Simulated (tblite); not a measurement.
Run record: tight-binding relaxation, `C([NH2+][BH2-]N)OC`.

Computed with GFN2-xTB geometry optimisation, gas phase (tblite 0.8.0). Start geometry: from a force field or distance geometry. A driver script takes a list of jobs; this job's settings line and coordinates (Å) are shown.

Command:
```bash
OMP_NUM_THREADS=1 python probes_run.py task.json out
```

Input:
```
{"job": {"kind": "relax", "xc": "GFN2-xTB", "basis": "xTB"}, "charge": 0, "multiplicity": 1}
C      2.243700    -0.661400    -0.100400
O      1.548000     0.085600     0.821300
C      0.689800     1.019900     0.354000
N     -0.371800     0.506300    -0.474200
B     -1.637900     0.206400     0.384000
N     -2.025700    -1.244900     0.159400
H      2.864300     0.004600    -0.766800
H      1.635900    -1.312400    -0.731700
H      2.967000    -1.355700     0.416500
H      0.188900     1.478600     1.264900
H      1.199400     1.884100    -0.149500
H     -0.166900    -0.376400    -0.969800
H     -0.631700     1.206300    -1.193200
H     -2.438100     0.990000     0.001400
H     -1.370700     0.447000     1.524500
H     -3.055800    -1.303300     0.207200
H     -1.645500    -1.562700    -0.757400
```

Problem. What does the run print?

Solution. 
```
step      E/eV     max force
  0    -571.06236    2.192
  1    -571.28519    0.858
  2    -571.35096    0.547
  3    -571.41964    0.554
  4    -571.46342    0.467
  5    -571.49120    0.439
  6    -571.51693    0.383
  7    -571.54178    0.349
  8    -571.56007    0.380
  9    -571.57544    0.331
... (170 lines left out)
180    -572.01044    0.019
181    -572.01050    0.018
182    -572.01055    0.016
183    -572.01060    0.019
184    -572.01065    0.019
185    -572.01069    0.018
186    -572.01075    0.016
187    -572.01080    0.014
188    -572.01083    0.014
189    -572.01086    0.010
```

«max force» is the largest atomic force in eV/Å.

Problem. From which step on does the largest force stay under 0.1 eV/Å, and how much energy is left to gain from there?

Solution. From step 149 (0.058 eV/Å), 8.7 meV above the end.

Main results: energy lowered by 21.9 kcal/mol over 189 steps; largest atomic force 0.010 eV/Å at the end.

Problem. Where do the atoms end?

Solution. 0.874 Å rms from the input after alignment:
```
atom  x, y, z in Å
C1     2.2087   -0.5860    0.3456
O2     1.5646    0.5458    0.8919
C3     0.8045    1.2805   -0.0021
N4    -0.3199    0.5357   -0.5716
B5    -1.5073   -0.2076    0.5013
N6    -2.3479   -0.9185   -0.4926
H7     2.7570   -0.3277   -0.5697
H8     1.4979   -1.3915    0.1379
H9     2.9115   -0.9242    1.1039
H10    0.4004    2.1140    0.5795
H11    1.4480    1.6717   -0.8198
H12   -0.0108   -0.2468   -1.1397
H13   -0.8972    1.1358   -1.1489
H14   -2.0016    0.7419    1.0205
H15   -0.8532   -0.9058    1.2032
H16   -2.3733   -1.9235   -0.4295
H17   -3.2885   -0.5818   -0.6197
```

The run took 0.99 s on an Arm Neoverse V1 with one thread, shared host with 32 logical CPUs at a one-minute load of 21.
Labels such as C1 count atoms from 1, the log's own numbers from 0.
